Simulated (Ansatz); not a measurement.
A structure relaxed at r2SCAN-D4/def2-SVP in Ansatz, charge 0, singlet:

```xyz
38

Bi   -0.565   -1.475   -0.747
Bi    1.851    1.811   -1.150
Bi    0.594    0.924    2.311
Bi   -3.323   -1.097    1.560
Bi   -1.510    1.351   -2.777
Bi    2.638   -1.589    0.244
Bi   -0.579   -2.745    2.706
Bi    2.164   -1.000   -3.408
O    -1.843    0.461   -0.742
O    -0.184    2.657   -1.257
O    -1.523   -0.881   -2.878
O    -3.567    1.837   -2.519
O     0.420   -1.746   -4.478
O     1.052    0.704   -2.894
O    -3.057   -2.298   -0.222
O     3.518   -0.016   -1.397
O     0.432    2.433    3.835
O     1.970    2.345    1.183
O    -1.210   -0.968    1.503
O    -1.015    2.037    1.173
O     1.093    0.020   -0.102
O     2.979   -0.049    1.932
O    -2.819   -2.591    2.863
O     1.599   -2.128   -1.727
O     0.192   -1.215    4.030
O     0.860   -2.535    1.055
H    -1.619    1.081    0.015
H    -0.540    2.635   -0.319
H    -0.905   -1.189   -3.602
H    -3.872    1.409   -1.705
H     0.373   -2.708   -4.364
H    -3.478   -1.896   -1.003
H     4.462    0.204   -1.396
H     0.859    3.236    3.501
H     2.789    1.867    1.435
H    -1.349    2.725    1.770
H     3.412   -0.443    2.706
H    -0.300   -1.170    4.865
```

Give its formula.

Bi8O18H12.

Summarise the bond lengths by kind (pairs closer than 1.2 times the sum of covalent radii, bridged metal pairs left out).

33 × Bi–O 2.05 to 2.53 Å; 12 × H–O 0.97 to 1.00 Å.

In the def2 sets Bi takes a core potential; there is no spin–orbit coupling. Single mean-field runs in def2-SVP are fitted with def2-universal-jkfit.
